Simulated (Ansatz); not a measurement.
## Changing the shape of As2, singlet

Computed with Ansatz's Gaussian-basis code (development build). Basis cc-pVTZ, nonrelativistic, no frozen core; active space CAS(6,6). Restricted Hartree–Fock, then the lowest state-specific CASSCF solution met for each case. Single-reference values can break down or jump between states where bonds are stretched. Unlike active orbitals can shift such differences by tenths of an eV, at times by over 1 eV.

Case A: bond length 6.3090 Å. A bond is stretched, to 2.65 times the sum of the covalent radii.

Case B: bond length 3.7854 Å. A bond is stretched, to 1.59 times the sum of the covalent radii.

Energy less that of case A, in eV:

```csv
case,RHF/ROHF,CASSCF
B,-2.365,-0.078
```

Problem. What does SC-NEVPT2 give for these differences?

Solution. B: -0.206 eV (-4.8 kcal/mol).
